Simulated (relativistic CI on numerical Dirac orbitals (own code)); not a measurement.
Judd-Ofelt analysis for Ho4+

These numbers are calculated, not measured: Dirac-Coulomb-Breit CI, orbitals from a KLI potential per configuration, a model potential for QED, unscaled Slater integrals (own radial code, finite nucleus).

Configuration 4f⁹ alone, in intermediate coupling. Take Ω₂ = 4.04, Ω₄ = 5.07, Ω₆ = 4.79 (10⁻²⁰ cm²) and refractive index n = 2.05 as given. A_ED = 64π⁴e²ν³ n(n² + 2)²/[27h(2J + 1)] Σ Ω_λ |U^λ|², in Gaussian units with ν in cm⁻¹, and A_MD is n³ times the free-ion magnetic-dipole rate; a dash marks a rate that is forbidden or under 2 % of the level's free-ion decay.

Emitting level ⁴F°9/2 at 26020 cm⁻¹ (radiative decay alone: multiphonon quenching in a host is left out, and the level can lie too high or too low):

| To | ν (cm⁻¹) | U² squared | U⁴ squared | U⁶ squared | Free-ion A(M1) (s⁻¹) |
| --- | --- | --- | --- | --- | --- |
| ⁶H°15/2 | 26020 | 0.0000 | 0.0070 | 0.0362 | - |
| ⁶H°13/2 | 21898 | 0.0564 | 0.0160 | 0.0567 | - |
| ⁶H°11/2 | 19041 | 0.0126 | 0.0034 | 0.0037 | 6.73 |
| ⁶H°9/2 | 16826 | 0.0014 | 0.0045 | 0.0045 | 1.2 |
| ⁶F°11/2 | 15216 | 0.0016 | 0.0040 | 0.0014 | 18.3 |
| ⁶H°7/2 | 15109 | 0.0007 | 0.0094 | 0.0093 | 1.26 |
| ⁶H°5/2 | 13830 | 0.0000 | 0.0038 | 0.0024 | - |
| ⁶F°9/2 | 13710 | 0.0008 | 0.0086 | 0.0011 | 2.25 |
| ⁶F°7/2 | 11410 | 0.0008 | 0.0045 | 0.0020 | 2.23 |
| ⁶F°5/2 | 9708 | 0.0059 | 0.0006 | 0.0004 | - |
| ⁶F°3/2 | 8734 | 0.0000 | 0.0000 | 0.0000 | - |
| ⁶F°1/2 | 8080 | 0.0000 | 0.0000 | 0.0000 | - |

(1) Give the rates, branching ratios and the radiative lifetime.

Answers

(1) The rates are:

```csv
To,λ (nm),A_ED (s⁻¹),A_MD (s⁻¹),β (%)
⁶H°15/2,384,2330,0,31.3
⁶H°13/2,457,3860,0,51.7
⁶H°11/2,525,375,58,5.8
⁶H°9/2,594,151,10.4,2.2
⁶F°11/2,657,73.9,158,3.1
⁶H°7/2,662,208,10.8,2.9
⁶H°5/2,723,51.2,0,0.7
⁶F°9/2,729,85.2,19.4,1.4
⁶F°7/2,876,33.1,19.2,0.7
⁶F°5/2,1030,16.9,0,0.2
⁶F°3/2,1145,0,0,0.0
⁶F°1/2,1238,0,0,0.0
```

τ_rad = 1.34e-04 s. Computed level positions enter as ν³, so measured ones would change the rates. For the strongest line (457 nm) and an assumed effective width Δλ = 6.3 nm (300 cm⁻¹), the Füchtbauer-Ladenburg formula σ = λ⁴A/(8πcn²Δλ) gives a peak emission cross-section of 0.85 × 10⁻²⁰ cm².
